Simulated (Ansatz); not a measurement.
`CC(C)[SiH3]` + `CB(C)N` → `CB(C)N[SiH3]` + `CCC` at 298.15 K and 1 bar (ligand exchange at the Si–C bond).

Computed with Ansatz on PBE0-D4/def2-TZVP structures; ΔE is electronic, products minus reactants. CBS: MP2 limit from def2 TZ/QZ plus the TZ coupled-cluster correction, frozen cores. Each species was taken in one conformer, which may not be the lowest.

| species | CCSD(T)/CBS energy (Eh) | H − E (kJ/mol) | S (J/(mol·K)) |
| --- | --- | --- | --- |
| `CC(C)[SiH3]` | -409.25569 | 330.0 | 326.7 |
| `CB(C)N` | -160.48988 | 294.3 | 311.2 |
| `CB(C)N[SiH3]` | -450.78486 | 339.5 | 374.3 |
| `CCC` | -118.98051 | 285.9 | 268.4 |

H − E and S are ideal-gas, rigid-rotor, harmonic terms from PBE0-D4/def2-TZVP, for one conformer and one mirror image of each species. 1 Eh = 2625.50 kJ/mol, R = 8.31446 J/(mol·K).

Task: By hand: ΔE, ΔH, ΔS and ΔG.

Result: ΔE = (-450.78486) + (-118.98051) − (-409.25569) − (-160.48988) = -0.01980 Eh = -52.0 kJ/mol. Δ(H − E) = 339.5 + 285.9 − 330.0 − 294.3 = 1.1, so ΔH = -50.9 kJ/mol. ΔS = 374.3 + 268.4 − 326.7 − 311.2 = 4.8 J/(mol·K). ΔG = -50.9 − 298.15 × (4.8)/1000 = -52.3 kJ/mol.

Task: By hand: the equilibrium constant, and the temperature at which ΔG would vanish if ΔH and ΔS stayed fixed.

Result: log₁₀ K = −ΔG/(RT ln 10) = 9.2. ΔH and −TΔS have one sign here, so there is no such temperature. One of them is within its doubt of zero, so this could turn.

The number of gas molecules stays the same, so ΔS is small and ΔH decides. A doubt of 5 kJ/mol in ΔE shifts log₁₀ K by 0.9 here. Other conformers and mirror images would add mixing entropy, several J/(mol·K) or more a flexible species. Modes under 60 cm⁻¹, often nearly free rotors, make the harmonic entropy too high. These are equilibria of isolated gas molecules and say nothing of rates. Largest T1 diagnostic: 0.011 (customary marks: 0.02 for closed shells, 0.045 for open ones).
